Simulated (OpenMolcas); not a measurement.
A calculation on O IV.

| Item | Value |
| --- | --- |
| Program | OpenMolcas 26.06 |
| Method | MS-CASPT2, IPEA 0.25 Eh, imaginary shift 0.1 Eh (closed shells correlated: 1s) |
| Basis | ANO-RCC-VQZP [5s4p3d2f1g] |
| Scalar Hamiltonian | DKH2, point nucleus |
| Active space | 3 electrons in 8 orbitals (2s 2p 3s 3p) |
| State averaging | 2S+1 = 4 odd, 1 root; 2S+1 = 2 odd, 11 roots; 2S+1 = 4 even, 3 roots; 2S+1 = 2 even, 9 roots |
| Spin-orbit coupling | state interaction with AMFI integrals over the reference wave functions, term energies averaged over their components |

(1) Which level of the active space comes out lowest?

(2) How high does 2p3 2D* 3/2 lie?

(3) How high does 2p3 2P* 1/2 lie?

(4) How high does 2s 2p2 2D 5/2 lie?

Measured values: Moore, Selected Tables of Atomic Spectra, NSRDS-NBS 3, section 10.

Results:

(1) 2s2 2p 2P* 1/2, with 100 % of that term; it is also the measured ground level.

(2) 255950 cm-1 above the lowest level; measured 255185 cm-1 above the ground level, so the calculation is off by 0 %.

(3) 289650 cm-1 above the lowest level; measured 289015 cm-1 above the ground level, so the calculation is off by 0 %.

(4) 126820 cm-1 above the lowest level; measured 126936 cm-1 above the ground level, so the calculation is off by 0 %.

Term energies are means over components that CASPT2 splits; among the terms shown or strongly mixed into the levels shown the widest spread is 310 cm-1 (2p3 2D*). Active for correlation alone: 3p 3s; no level in the range computed is led by a configuration that fills them, so any true level of that kind is missing. Computed and measured levels are paired by configuration, term and J; levels that our copy of the source lacks, or whose pairing is in doubt (as where it misses far off the trend of its configuration), stay unpaired and out of the deviations. Only configurations of the active space appear.

* marks odd parity.
